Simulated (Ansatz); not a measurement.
```xyz
2

F     0.0000    0.0000    0.0000
F     0.0000    0.0000    2.4709
```

Basis set: pcseg-2 (spherical functions). Charge 0, multiplicity 1.

Computed with Ansatz (development build ahead of 0.2.0); each method stands on the lowest determinant of its kind that the runs found.

(1) Give the atomization energy at this shape (free ground-state atoms in the same class of orbitals less the molecule, no zero-point energy) of singlet F2 by PBE (unrestricted), RHF.

Results:

(1)

```
            method  atomization energy
PBE (unrestricted)             0.12 eV
               RHF            -7.53 eV
```

Caution: the shape is not the minimum. Caution for PBE (unrestricted): the unrestricted determinant is a mixture of spin states. Caution for RHF: in another basis set an unrestricted determinant lies well below; the molecule lies well above its atoms at this level.
